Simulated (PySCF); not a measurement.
## One elementary step

Start structure (AlH₃OF₂, closed shell), relaxed at PBE0-D4/def2-TZVP:

```tsv
atom	x (Å)	y (Å)	z (Å)
Al1	-0.4021	-0.0984	-0.5141
O2	1.2366	0.2300	-0.6951
F3	-0.9367	-1.6310	-0.7359
F4	-1.5189	1.0991	-0.3832
H5	0.0970	-0.3056	1.5937
H6	-0.6386	-0.4757	1.6390
H7	1.5979	1.1121	-0.7562
```

The step: AlHOF₂ ([OH][Al]([F])[F]) + H₂ → AlHF₂ ([F][AlH][F]) + H₂O (still joined by a long Al–O bond); bonds formed: Al1–H6, O2–H5; bonds broken: H5–H6; bonds weakened to dative contacts: Al1–O2. Program: PySCF 2.14 with density fitting (its default auxiliary sets; JK sets also for MP2 and CCSD(T)). Basis: def2-TZVPP and def2-QZVPP. Cores are frozen in the correlated methods. Extrapolation: Hartree–Fock as exp(−7.88 √X), correlation as X^−2.97. Energies below are by CCSD(T) at an estimated basis limit (MP2 extrapolated from triple and quadruple zeta, plus CCSD(T) − MP2 in triple zeta).

What are the electronic barrier and the energy of the step, from the start structure to the end structure? (To be estimated.)

Computed: Barrier 1.087 eV; step energy 0.172 eV (uphill); reverse barrier, their difference, 0.915 eV. Barrier and step energy count from the start structure, the reverse barrier from the end structure.

The saddle point: One imaginary mode of 1216i cm⁻¹.
| pair | start (Å) | saddle (Å) | end (Å) |
| --- | --- | --- | --- |
| Al1–H6 | 2.20 | 1.74 | 1.58 |
| O2–H5 | 2.61 | 1.24 | 0.96 |
| Al1–O2 | 1.68 | 1.81 | 1.97 |
| H5–H6 | 0.76 | 1.07 | 2.85 |

Zero-point energy (harmonic, PBE0-D4): ZPE is 0.890 eV at the start and 0.918 eV at the saddle, so the barrier goes from 1.087 to 1.115 eV.

No T1 diagnostic of these runs exceeds 0.013.

Labels in which every atom is bracketed show which atoms are joined, not bond orders.

For scale, one of the runs: CCSD(T)/def2-TZVPP, 177 basis functions, launched by `OMP_NUM_THREADS=4 python run.py`. Hardware: 4 CPU threads of an Arm Neoverse V1, shared host. Wall time 4.4 min; peak host memory 2 GiB.
